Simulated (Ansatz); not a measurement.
```yaml
crystal:
  periodic: [false, false, false]
  atoms:
    - {symbol: F, position_ang: [0.374882, -2.321210, 1.911498]}
    - {symbol: Sn, position_ang: [0.871157, -0.265139, 1.071643]}
    - {symbol: F, position_ang: [2.338732, -1.554224, -0.229757]}
    - {symbol: Si, position_ang: [-0.755538, 1.105740, -0.738919]}
    - {symbol: h, position_ang: [0.349123, 2.068935, -1.242784]}
    - {symbol: H, position_ang: [-1.455986, 1.507573, 0.629780]}
    - {symbol: H, position_ang: [-1.244578, -0.205341, -1.329731]}
basis:
  gaussian: {orbitals: def2-mTZVPP}
magnetization: {spin_polarized: true, initial_magnetization: 1}
hamiltonian: {xc: {name: B2GP-PLYP}}
output: {forces: true}
```

```sh
$ ansatz run in.yaml --threads 4 --pin off --events-out ev --progress --plain --max-ram 10444MiB
```

Output, abridged:

```
Error: YAML parse error: error: line 8 column 16: `h` is not an element symbol (H … Og, case-exact)
 6 |     - {symbol: F, position_ang: [2.338732, -1.554224, -0.229757]}
 7 |     - {symbol: Si, position_ang: [-0.755538, 1.105740, -0.738919]}
 8 |     - {symbol: h, position_ang: [0.349123, 2.068935, -1.242784]}
 9 |     - {symbol: H, position_ang: [-1.455986, 1.507573, 0.629780]}
10 |     - {symbol: H, position_ang: [-1.244578, -0.205341, -1.329731]}
```

What is wrong with this run?

An element symbol is wrong. The input was rejected before any iteration.
